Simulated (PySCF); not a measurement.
Pd (palladium, neutral): UHF calculation

Configuration: [Kr] 4d10, closed-shell 1S. Computed with PySCF 2.14 in x2c-TZVPPall with one added diffuse shell each of s, p, d, f type (9s7p7d3f1g, 95 functions), with scalar relativity by spin-free X2C-1e.

```json
{
 "Total energy": "-5042.742009 hartree",
 "One-electron energy": "-6963.3590 hartree",
 "Hartree (Coulomb) energy": "2063.6174 hartree",
 "Exchange energy": "-143.0003 hartree",
 "⟨S²⟩": "0.0000",
 "⟨L²⟩": "0.000",
 "Sum of ⟨r⟩": "31.38 bohr",
 "Sum of ⟨r²⟩": "42.98 bohr²",
 "Langevin diamagnetic susceptibility": "-34.0 ×10⁻⁶ cm³/mol"
}
```

| shell | electrons | mean orbital energy (eV) | rms radius, mean of both spins (bohr) |
| --- | --- | --- | --- |
| 1s | 2 | -24474.0 | 0.0365 |
| 2s | 2 | -3656.4 | 0.150 |
| 2p | 6 | -3272.7 | 0.133 |
| 3s | 2 | -694.63 | 0.403 |
| 3p | 6 | -565.08 | 0.406 |
| 3d | 10 | -359.01 | 0.389 |
| 4s | 2 | -104.46 | 1.02 |
| 4p | 6 | -65.369 | 1.13 |
| 4d | 10 | -8.926 | 1.74 |

Densities and radii are taken from the X2C orbitals without a picture-change correction, which distorts them close to the nucleus.

Spin-orbit constants ζ (cm⁻¹) from the X2C one-electron operator on these orbitals: bare nucleus, nucleus screened by l(l+1)(2l+1)/3 electrons, and screened by the Breit-Pauli mean field of the electrons.

```json
{"shell": "2p", "bare": "860200", "screened nucleus": "822800", "mean field": "n/a"}
{"shell": "3p", "bare": "151900", "screened nucleus": "145300", "mean field": "n/a"}
{"shell": "3d", "bare": "22240", "screened nucleus": "17400", "mean field": "n/a"}
{"shell": "4p", "bare": "22190", "screened nucleus": "21220", "mean field": "n/a"}
{"shell": "4d", "bare": "1716", "screened nucleus": "1343", "mean field": "n/a"}
```
